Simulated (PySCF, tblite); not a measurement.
Isomers of C5H13FSSi2, one GFN2-xTB conformer each. Single-point energies are computed at PBE0/pcSseg-1 (PySCF, gas phase, no added dispersion term), electronic only.

```csv
SMILES,GFN2-xTB relative energy (kcal/mol)
CSC[Si@H]([SiH2]F)C1CC1,16.0
C[C@@H]1[SiH2]SC[C@]1(F)C[SiH3],0.0
```

Conformers: `[CH3:1][S:2][CH2:3][Si@H:4]([SiH2:5][F:6])[CH:7]1[CH2:8][CH2:9]1` with C1–S2–C3–Si4 -176°, S2–C3–Si4–Si5 65°, C3–Si4–Si5–F6 71°, C3–Si4–C7–C8 -102°; `[CH3:1][C@@H:2]1[SiH2:3][S:4][CH2:5][C@:6]1([F:7])[CH2:8][SiH3:9]` with C5–C6–C8–Si9 58°, C1–C2–Si3–S4 -151°, C2–Si3–S4–C5 -4°, Si3–S4–C5–C6 32°, S4–C5–C6–F7 -171°.

Question: What does PBE0/pcSseg-1 give for the same structures?

Answer: 
```tsv
SMILES	PBE0/pcSseg-1 E (Eh)	PBE0/pcSseg-1 (kcal/mol)	GFN2-xTB (kcal/mol)	point group
C[C@@H]1[SiH2]SC[C@]1(F)C[SiH3]	-1274.61113	0.0	0.0	C1
CSC[Si@H]([SiH2]F)C1CC1	-1274.60963	0.9	16.0	C1
```

Both levels put the same isomer lowest. As drawn, the higher has a three-membered ring, an Si–F bond and an Si–Si bond, which the lower lacks. Neighbours under 2.5 kcal/mol apart (C[C@@H]1[SiH2]SC[C@]1(F)C[SiH3] and CSC[Si@H]([SiH2]F)C1CC1) can change places with a better method, another conformer or zero-point energy.

Question: Which frontier levels, dipoles and rotational constants go with these structures?

Answer: 
```csv
SMILES,"HOMO (eV, PBE0/pcSseg-1)",LUMO (eV),dipole (D),"A, B, C (MHz)"
C[C@@H]1[SiH2]SC[C@]1(F)C[SiH3],-6.96,-0.11,1.88,"1299, 798.4, 622.9"
CSC[Si@H]([SiH2]F)C1CC1,-6.42,-0.63,2.25,"891.3, 706.9, 444.7"
```

Question: What happens when harmonic zero-point energies from GFN2-xTB frequencies are added?

Answer: 
```tsv
SMILES	ZPE (kcal/mol)	electronic (kcal/mol)	with ZPE (kcal/mol)
C[C@@H]1[SiH2]SC[C@]1(F)C[SiH3]	101.8	0.0	0.0
CSC[Si@H]([SiH2]F)C1CC1	102.5	0.9	1.7
```

The zero-point energies span 0.7 kcal/mol. The order is unchanged.
